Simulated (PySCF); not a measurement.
Hf(OH)3 (H₃HfO₃), SMILES [OH][Hf]([OH])[OH] (connectivity only; charge and spin as stated), neutral, multiplicity 2.

Geometry: PBE0-D3(BJ)/def2-SVP. The multiplicity is an assumed one; other spin states were not compared. The isomer is the one that the SMILES or the coordinates give; other isomers of the formula were not compared. The def2 effective core potentials stand for the cores of Hf; spin–orbit coupling is left out. Other conformers were not sampled.

The numbers are results of PySCF with PBE/def2-TZVPD, not measurements.

Isolated molecule, no solvent.

Computed frontier levels, dipole moment and polarisability:
| Item | Result |
|---|---|
| α spin, highest occupied and lowest empty level | -3.72 and -0.80 eV |
| β spin, highest occupied and lowest empty level | -7.25 and -2.26 eV |
| dipole moment | 0.00 D |
| quadrupole, principal values (traceless, Buckingham form, about the centre of nuclear charge) | -8.47, 4.23, 4.23 D·Å |
| mean static polarisability | 74.5 bohr³ (11.04 Å³) |
| polarisability, principal values | 68.6, 68.6, 86.3 bohr³ |
| ⟨S²⟩ | 0.752 (pure state 0.75) |
